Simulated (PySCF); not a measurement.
**Cost of excited-state runs on `C[Se]c1ccc(C=S)cc1`, C₈H₈SSe**

Mapped SMILES: `[CH3:1][Se:2][c:3]1[cH:4][cH:5][c:6]([CH:7]=[S:8])[cH:9][cH:10]1`. Hydrogens are named by the atom that carries them.

PySCF with density fitting, on 1 thread of an Arm Neoverse V1, shared host. Command: `OMP_NUM_THREADS=1 python excited_run.py task.json out`

(1) How long does each of these runs take, and how much memory?
- first hyperpolarisability, CAM-B3LYP/aug-cc-pVDZ; writes grids
- excited states, CAM-B3LYP/aug-cc-pVDZ; Tamm-Dancoff; spin-orbit couplings; 6 states; 5 triplets; quadratic response for 4 states; writes grids
- excited states, CAM-B3LYP/aug-cc-pVDZ; two-photon moments; 8 states; quadratic response for 6 states; 0 triplets

Answers

(1) 
```csv
run,level,basis functions,wall time,peak memory (GiB)
first hyperpolarisability,CAM-B3LYP/aug-cc-pVDZ,319,2.6 min,1.5
excited states,CAM-B3LYP/aug-cc-pVDZ,319,2.7 min,1.5
excited states,CAM-B3LYP/aug-cc-pVDZ,319,3.3 min,1.5
```
Times from a shared host are rough.
